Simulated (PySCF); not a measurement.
C4H8Au2S2, SMILES [Au][S]CCCC[S][Au], multiplicity 1.

Geometry optimised at PBE-D3(BJ)/def2-SVP. The multiplicity is an assumed one; other spin states were not compared. The def2 effective core potentials stand for the cores of Au; spin–orbit coupling is left out. Other conformers were not sampled.

Two levels are set side by side: PBE/def2-SVP (PySCF) and HF/def2-SVP (PySCF). Same geometry, gas phase. Differences are taken from unrounded values.

```csv
quantity,PBE
orbital gap (eV),1.35
highest occupied level (eV),-5.18
lowest empty level (eV),-3.83
mean polarisability (bohr³),168.2
```

Question: These are the PBE values. What does HF give? (An estimate is asked for; the answer gives what the named calculation found.)

Answer: 
```csv
quantity,HF,PBE minus HF
orbital gap (eV),8.54,-7.19
highest occupied level (eV),-8.53,3.35
lowest empty level (eV),0.01,-3.83
mean polarisability (bohr³),145.0,23.3
```

PBE's occupied levels lie high since its potential decays too fast outside the molecule; exact exchange lowers them and widens the gap. Loosely held outer electrons make PBE densities more polarisable. Differences between two approximate levels are no errors against the true value.

Rough cost on one machine, each run with all the roots and properties that it gave: HF against PBE about 1/3.
